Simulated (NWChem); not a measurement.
System: C2H3F3Si; SMILES F/C=C(\[SiH2]F)F

Input file for NWChem:

```
start job
memory heap 200 mb stack 900 mb global 1100 mb
geometry units angstroms noautoz
  F     -1.398338    -1.770191     0.084178
  C     -0.062751    -1.673460     0.189576
  C      0.558801    -0.508887    -0.012548
  F      1.916289    -0.510593     0.133798
  Si    -0.222592     1.123625    -0.494829
  F     -0.477502     2.032113     0.816464
  H      0.427688    -2.607029     0.449322
  H     -1.520954     0.870729    -1.157369
  H      0.733826     1.832537    -1.376477
end
basis spherical
  * library def2-tzvp
end
dft
  xc becke88 lyp
  iterations 150
  semidirect filesize 400000000
  mulliken
end
task dft energy
```

Coordinates come from a B3LYP/6-31G* (spherical d) optimisation.

**Question.** What results follow from this input? (BLYP/def2-TZVP.) Quantities: energy (Ha); highest occupied level (eV); orbital gap (eV); dipole (D).

**Answer.** 
```yaml
energy (Ha): -667.18
highest occupied level (eV): -6.47
orbital gap (eV): 4.50
dipole (D): 1.41
```
